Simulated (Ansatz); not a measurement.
`[SiH3][N]([SiH3])[Ag]` and `[NH2][AlH][N]([SiH3])[SiH3]` differ in one atom or group.

Ansatz, PBE0-D4/def2-TZVP geometries, multiplicity 1. Each molecule was computed in one conformer, which needn't be the lowest.

Elements past krypton have def2 core potentials.

```
                                          property  `[SiH3][N]([SiH3])[Ag]`
                 LUMO energy (PBE/def2-TZVPP) / eV                    -3.94
               LUMO energy (B3LYP/def2-TZVPP) / eV                    -3.43
size of the dipole moment (ωB97M-V/def2-TZVPP) / D                     5.60
              HOMO–LUMO gap (PBE0/def2-TZVPP) / eV                     3.52
  size of the dipole moment (B3LYP/def2-TZVPP) / D                     4.81
             HOMO–LUMO gap (B3LYP/def2-TZVPP) / eV                     3.00
```

Give the same properties after the change, and the shifts. (Best estimate.)

Computed: 
```
                                          property  `[NH2][AlH][N]([SiH3])[SiH3]`  shift
                 LUMO energy (PBE/def2-TZVPP) / eV                          -1.06   2.88
               LUMO energy (B3LYP/def2-TZVPP) / eV                          -0.41   3.02
size of the dipole moment (ωB97M-V/def2-TZVPP) / D                           1.47  -4.13
              HOMO–LUMO gap (PBE0/def2-TZVPP) / eV                           7.21   3.69
  size of the dipole moment (B3LYP/def2-TZVPP) / D                           1.45  -3.36
             HOMO–LUMO gap (B3LYP/def2-TZVPP) / eV                           6.77   3.77
```

With PBE0 the HOMO falls by 0.84 eV and the LUMO rises by 2.84 eV, so the gap widens by about 3.68 eV. PBE moves the HOMO by -0.63 eV and ωB97M-V by -0.99 eV. Dipoles are sizes alone; their direction can turn.

B3LYP here is the variant with VWN-RPA as its local correlation; programs differ in this.
